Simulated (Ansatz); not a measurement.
A run for Ansatz (an electronic-structure program): R-PBE/def2-TZVPP on H2Mg (SMILES [MgH2]), atoms moved off the minimum.

Ansatz 0.2 input:
```yaml
crystal:
  periodic: [false, false, false]
  atoms:
    - {symbol: Mg, position_ang: [-0.03392013, -0.08362062, 0.04930822]}
    - {symbol: H, position_ang: [0.05392294, -0.17697889, -1.71313449]}
    - {symbol: H, position_ang: [-0.06162794, -0.22715208, 1.56649696]}
basis:
  gaussian:
    orbitals: def2-TZVPP
hamiltonian:
  xc: {name: PBE}
scf: {lower_state_search: off}
output: {forces: true}
```

Program output:

```
WARN ansatz: RAYON_NUM_THREADS=1 ignored (pool sized by the plan → 1); use --threads N
Functional definition: PBE
these checks for a lower state are left out or cut short: stability, starts, cluster_reference, orbital_swaps, neighbouring_geometries, increment
integrals: 0.01 GiB planned
406 factors; their error is unknown
mean field: 0.10 GiB planned
mean field evaluation 1: about -5470.4085 eV, gradient 1.9e1 eV
mean field evaluation 2: about -5471.0931 eV, gradient 1.4e1 eV
mean field evaluation 4: about -5472.0388 eV, gradient 3.9e-1 eV
mean field evaluation 8: about -5472.0338 eV, gradient 5.2e-3 eV
mean field evaluation 16: about -5472.0338 eV, gradient 1.1e-6 eV
mean field -5472.03382034 eV, -201.0935338197 hartree, gradient 1.1e-6 eV, S^2 0.000000; 0 other end points of the search recorded, 0 dependent functions left out
the calculation of the forces begins
reference -5472.03386462 eV, -201.0935354472 hartree; 7, 7 occupied and 53, 53 virtual orbitals, 406 factors
Total energy: -5472.03386462 eV, -201.0935354472 hartree
Atom 0 at    -0.033920    -0.083621     0.049308 Å, force     0.099499     0.032408    -2.764046 eV/Å
Atom 1 at     0.053923    -0.176979    -1.713134 Å, force    -0.035760     0.100294     0.371329 eV/Å
Atom 2 at    -0.061628    -0.227152     1.566497 Å, force    -0.063739    -0.132702     2.392716 eV/Å
Dipole moment:    -0.027074     0.107954     0.103179 e Å
Checks for a lower state left out: stability, starts, cluster_reference, orbital_swaps, neighbouring_geometries, increment
```

Self-consistency was reached.

Cost: about 0.6 core-seconds (a rough figure).
